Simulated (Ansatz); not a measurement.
Frontier orbitals of F₂H₃NSn (`[NH2][SnH]([F])[F]`).

Z-matrix (Å, degrees):
```
Sn
F 1 1.907
F 1 1.907 2 106.9
N 1 1.989 2 104.1 3 109.7
H 1 1.695 2 106.8 3 -114.1
H 4 1.011 1 115.0 2 60.7
H 4 1.011 1 115.0 2 -171.0
```

Charge 0, multiplicity 1. Correlated methods include outer-core shells of Sn, which these sets cover unevenly. Sn: def2 effective core potential. Geometry: relaxed with PBE0-D4/def2-TZVP. It is one conformer, not always the lowest. Basis def2-TZVPP, Ansatz.

Orbital energies of one run (eV). Highest occupied ones, from the top: -7.85, -9.92, -10.39, -10.50, -10.60, -11.34, -11.59, -11.67, -13.73, -14.73, -23.53, -28.40, -28.89, -29.11. Empty: -1.54, -0.59, -0.42, 1.09, 2.09, 2.11.

Q: Which functional gave them?
A. B97M-V
B. ωB97M-V
C. HSE06 (plane-wave form)
D. CAM-B3LYP

A: C. HOMO energies: HSE06 -7.85, CAM-B3LYP -9.70, B97M-V -7.19, ωB97M-V -10.62 eV.
